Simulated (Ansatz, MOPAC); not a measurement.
Two rigid molecules brought together: H4BN ··· CH4O (SMILES BN and CO). Monomers: optimised at B3LYP-D3(BJ) (def2-TZVP), held rigid. Orientation: lowest of the rigid-body minima from ten starts at GFN2-xTB. R is the distance of the centres of mass, along which the second monomer moves.

Computed with: PM6, restricted, heats of formation (MOPAC); CCSD(T)/aug-cc-pVDZ = CCSD(T) on RHF/aug-cc-pVDZ, frozen core, counterpoise-corrected (Ansatz, a program for electronic structure).

Interaction energies in kJ/mol:

```
R / Å    PM6
-----  -----
2.99   28.20
3.18   10.32
3.36    1.56
3.55   -2.73
3.74   -4.16
4.05   -3.94
4.33   -3.16
4.89   -2.05
5.57   -1.37
6.52   -0.87
7.85   -0.52
```

### Question
Predict the corresponding CCSD(T)/aug-cc-pVDZ column.

### Answer
2.99: 14.13; 3.18: -0.16; 3.36: -6.17; 3.55: -8.42; 3.74: -8.60; 4.05: -7.22; 4.33: -5.66; 4.89: -3.30; 5.57: -1.81; 6.52: -0.94; 7.85: -0.47 (kJ/mol).
